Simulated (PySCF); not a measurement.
**What settings do to a single point of Bi(CH3)H4**

The sound run of Bi(CH3)H4 (singlet) uses PySCF 2.14.0, RKS PBE0, Bi def2-SVP with ECP60, C def2-SVP, H def2-SVP; non-relativistic Hamiltonian with scalar-relativistic core potentials where named; density fitting; no spin-orbit coupling, grid (50, 194), threshold 1e-8 Eh and 55 cycles, at the relaxed geometry:

```xyz
9

Bi    0.0000    0.0000   -0.1681
C     0.0000    0.0000    2.1523
H    -1.0439    0.0000    2.4986
H     0.5219   -0.9040    2.4986
H     0.5219    0.9040    2.4986
H     0.0000    0.0000   -2.0270
H     1.8073    0.0000   -0.1775
H    -0.9036    1.5652   -0.1775
H    -0.9036   -1.5652   -0.1775
```

There Bi1 has a Mulliken charge of 0.50 e and the dipole about the centre of mass is 0.61 D. Each run below changes one thing and starts from free metal ions and neutral atoms unless it says otherwise; with 55 cycles, smearing, a level shift and second-order steps follow where DIIS fails, and their cycles count. Energy shifts count from the sound run.

```json
{"change": "start from a density of up to 30 smeared cycles (not counted)", "outcome": "converged", "cycles": "6", "energy shift (eV)": "0.0000", "largest force component (eV/Å)": "0.00", "charge on Bi1 (e)": "0.50", "dipole about the centre of mass (D)": "0.61"}
{"change": "charge changed by -3, spin kept, limit 81 cycles", "outcome": "refused", "cycles": "–", "energy shift (eV)": "–", "largest force component (eV/Å)": "–", "charge on Bi1 (e)": "–", "dipole about the centre of mass (D)": "–"}
```

(1) One further run converged with energy shift (eV) 0.37, largest force component (eV/Å) 1.52, charge on Bi1 (e) 0.48, dipole about the centre of mass (D) 0.66. Which change was it?
A. grid (10, 14)
B. all coordinates × 1.05
C. threshold 1e-05

(2) And the other changes listed?

Unsound on purpose, so not properties of the compound: grid (10, 14).

Forces carry noise of the integration grid, about 0.01 to 0.03 eV/Å.

## Answers

(1) B.

(2) 
```
         change    outcome  cycles  energy shift (eV)  largest force component (eV/Å)  charge on Bi1 (e)  dipole about the centre of mass (D)
  grid (10, 14)  converged       9              22.69                            6.79               0.33                                 0.36
threshold 1e-05  converged       7             0.0000                            0.00               0.50                                 0.61
```
